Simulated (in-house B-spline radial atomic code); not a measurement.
Orbital energies and mean radii along the 6-electron series, configuration 1s2 2s2 2p1/2(2). The effective charge is n√(-2ε), a non-relativistic measure. Computed with an all-electron radial atomic-structure program (B-spline basis): Dirac-Hartree-Fock, jj configuration that fills j = l - 1/2 first, finite nuclei.

```tsv
ion	Z	energy of 2s1/2 (Eh)	mean radius of 2s1/2 (bohr)	energy of 2p1/2 (Eh)	mean radius of 2p1/2 (bohr)	effective charge of 2s1/2
C	6	-0.71686	1.5827	-0.38973	1.7617	2.3948
N+	7	-1.4723	1.2498	-1.047	1.2639	3.432
O2+	8	?	?	?	?	?
F3+	9	-3.7632	0.87858	-3.1332	0.82428	5.4869
Ne4+	10	-5.2907	0.76513	-4.5573	0.70429	6.5058
Mg6+	12	-9.1055	0.6082	-8.1641	0.54643	8.5348
Al7+	13	?	?	?	?	?
Si8+	14	?	?	?	?	?
P9+	15	-16.728	0.46501	-15.472	0.40939	11.568
S10+	16	-19.777	0.43112	-18.416	0.37781	12.578
Cl11+	17	-23.081	0.40179	-21.614	0.35074	13.589
Ar12+	18	-26.641	0.37617	-25.067	0.32726	14.599
K13+	19	-30.458	0.35358	-28.776	0.3067	15.61
Ca14+	20	-34.531	0.33352	-32.742	0.28854	16.621
```

Question: Fill in the row of O2+.

Answer: energy of 2s1/2 (Eh): -2.4897; mean radius of 2s1/2 (bohr): 1.0317; energy of 2p1/2 (Eh): -1.9627; mean radius of 2p1/2 (bohr): 0.99571; effective charge of 2s1/2: 4.463.

Question: Fill in the row of Al7+.

Answer: energy of 2s1/2 (Eh): -11.393; mean radius of 2s1/2 (bohr): 0.55162; energy of 2p1/2 (Eh): -10.347; mean radius of 2p1/2 (bohr): 0.49154; effective charge of 2s1/2: 9.5468.

Question: Fill in the row of Si8+.

Answer: energy of 2s1/2 (Eh): -13.933; mean radius of 2s1/2 (bohr): 0.50465; energy of 2p1/2 (Eh): -12.783; mean radius of 2p1/2 (bohr): 0.44672; effective charge of 2s1/2: 10.558.

Question: How does the screening of 2s1/2 change?

Answer: Z less the effective charge goes from 3.61 at Z = 6 to 3.38 at Z = 20.
